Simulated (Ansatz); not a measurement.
Si2TeH6⁻, that is Te(SiH3)2 with one electron more. Charge -1, multiplicity 2. Geometry r2SCAN-D4/def2-SVP, that of the neutral singlet.

```xyz
9

Te   -0.6850    1.1480   -1.1724
Si   -0.6817    0.9966    1.3341
H     0.7115    1.0481    1.8692
H    -1.3286   -0.2684    1.7938
H    -1.4571    2.1705    1.8275
Si    0.6614   -0.9623   -1.3694
H     0.8676   -1.1961   -2.8276
H    -0.0700   -2.1176   -0.7687
H     1.9818   -0.8188   -0.6865
```

In the def2 sets Te takes a core potential; there is no spin–orbit coupling. At PBE-D4/def2-TZVPD, r2SCAN-D4/def2-TZVPD, PBE0-D4/def2-TZVPD the highest occupied level of the charge -1 doublet lies above zero (up to 1.79 eV). By energy differences it is unbound by 0.33 eV (vertical, against the charge 0 singlet, at r2SCAN-D4/def2-TZVPD) and held by the finite basis.

(1) Estimate the α-spin orbital energies around the gap (eV) in Ansatz with PBE-D4/def2-TZVPD, r2SCAN-D4/def2-TZVPD, PBE0-D4/def2-TZVPD.

## Answers

(1) 
```csv
orbital,PBE-D4/def2-TZVPD,r2SCAN-D4/def2-TZVPD,PBE0-D4/def2-TZVPD
HOMO−5,-4.99,-5.30,-6.34
HOMO−4,-4.82,-5.09,-6.17
HOMO−3,-3.65,-3.95,-4.74
HOMO−2,-3.29,-3.50,-4.32
HOMO−1,-1.59,-1.79,-2.54
HOMO,1.74,1.79,1.45
LUMO,1.94,2.19,2.48
LUMO+1,2.50,2.65,2.92
LUMO+2,2.62,3.00,3.04
LUMO+3,2.78,3.09,3.13
LUMO+4,2.79,3.15,3.40
LUMO+5,2.89,3.24,3.59
β HOMO,-1.53,-1.74,-2.48
β LUMO,2.14,2.42,2.72
```
